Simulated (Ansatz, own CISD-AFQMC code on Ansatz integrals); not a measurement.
H7NSi2, SMILES `[SiH3]N[SiH3]` (charge 0, multiplicity 1).

Z-matrix (Å, degrees):
```
N
H 1 1.0109
Si 1 1.7256 2 115.53
Si 1 1.7256 2 115.53 3 176.18
H 3 1.4835 1 107.34 2 -173.54
H 4 1.4835 1 107.34 2 173.54
H 3 1.4883 5 109.88 1 -120.64
H 4 1.4883 6 109.88 1 120.64
H 4 1.4898 6 108.94 8 117.13
H 3 1.4898 5 108.94 7 -117.13
```
Charge 0, multiplicity 1.

Frozen-core energies in cc-pVDZ from Ansatz (a quantum-chemistry and plane-wave program) at a geometry from PBE0-D3(BJ)/def2-TZVP; the HF reference has <S^2> = 0.00 and the T1 diagnostic is 0.011.

| level | energy (Ha) |
|---|---|
| HF | -636.41939 |
| MP2 | -636.79890 |
| CCSD | -636.85234 |
| CCSD(T) | -636.86251 |

Problem. Estimate the energies of CCSDT, phaseless AFQMC, CISD trial (own CISD-AFQMC code on Ansatz integrals; ±0.40 mHa) and CCSDT(Q), and give each level's difference from CCSDT(Q).

Solution. 
| level | energy (Ha) | difference from CCSDT(Q) (mHa) |
|---|---|---|
| MP2 | -636.79890 | 65.37 |
| CCSD | -636.85234 | 11.93 |
| CCSD(T) | -636.86251 | 1.77 |
| CCSDT | -636.86356 | 0.72 |
| phaseless AFQMC, CISD trial (own CISD-AFQMC code on Ansatz integrals; ±0.40 mHa) | -636.86464 | -0.37 |
| CCSDT(Q) | -636.86427 | 0.00 |
